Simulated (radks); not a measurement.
Results of a calculation; reference values are marked as such.
Problem. Tb33+, configuration [Ar] 3d10 4s2 4p2. Code: a radial shooting solver on a logarithmic mesh with Libxc functionals. Model: scalar-relativistic Kohn-Sham, r2SCAN, spin-unpolarised, spherical densities, finite nucleus; meta-GGA in the generalised Kohn-Sham scheme; Fermi nuclear charge, rms radius 5.06 fm. Some entries of the table are withheld. Estimate them.

orbital  occ.  eigenvalue (hartree)  <1/r> (bohr^-1)
1s          2             -1956.596              (1)
2s          2             -364.6882            17.01
2p          6             -329.3656            15.83
3s          2             -115.9578            6.349
3p          6                   (2)            5.966
3d         10             -90.97622            5.660
4s          2                   (3)            3.021
4p          2             -49.30591              (4)

Solution. 
(1) 1s <1/r> (bohr^-1): 73.09
(2) 3p eigenvalue (hartree): -104.9669
(3) 4s eigenvalue (hartree): -53.43800
(4) 4p <1/r> (bohr^-1): 2.863
